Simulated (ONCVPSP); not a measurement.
## Plane-wave convergence, ONCV potential for zinc (Zn)

```
Element                 : zinc (Zn)
Generator               : ONCVPSP 4.0.1
Type                    : optimised norm-conserving Vanderbilt (ONCV)
Functional              : PBE
Relativity              : scalar-relativistic
Frozen core             : [Ne]
Valence charge          : 20
Reference configuration : 3s2 3p6 3d10 4s1.5 4p0.5
Partial waves           : 3s+4s: rc 1.35 bohr, ncon 4, nbas 7, qcut 11.3 1/bohr, 2 projectors; 3p+4p: rc 1.35 bohr, ncon 4, nbas 8, qcut 12.6 1/bohr, 2 projectors; 3d: rc 1.35 bohr, ncon 3, nbas 8, qcut 11.3 1/bohr, local
Local potential         : the d channel
Core correction         : Teter function, fcfact 5, rcfact 1.1
```

Question: For each optimised wave give the share of its norm inside rc, the residual kinetic energy above qcut (Ha) and the cutoffs (Ha) for errors of 10, 1, 0.1 and 0.01 mHa per electron.

Answer:

| wave | norm inside rc | residual KE | 10 mHa | 1 mHa | 0.1 mHa | 0.01 mHa |
| --- | --- | --- | --- | --- | --- | --- |
| 3s | 0.983 | 3.4e-08 | 13.8 | 29.9 | 40.8 | 48.7 |
| 4s | 0.073 | 2.9e-08 | 10.2 | 26.2 | 39.9 | 48.9 |
| 3p | 0.967 | 5.5e-09 | 37.8 | 47.6 | 55.9 | 62.8 |
| 4p | 0.019 | 3.6e-10 | 21.3 | 33.4 | 44.2 | 53.5 |
| 3d | 0.838 | 6.3e-06 | 44.5 | 51.7 | 57.3 | 63.5 |

The occupied waves need 52 Ha and 57 Ha for 1 and 0.1 mHa. Note: ghosts flagged at negative energy: s at -90.0 eV; no localised positive-energy state flagged. A true bound ghost makes a file unfit for plane-wave use. 1 of 4 tests not solved or not reliable.
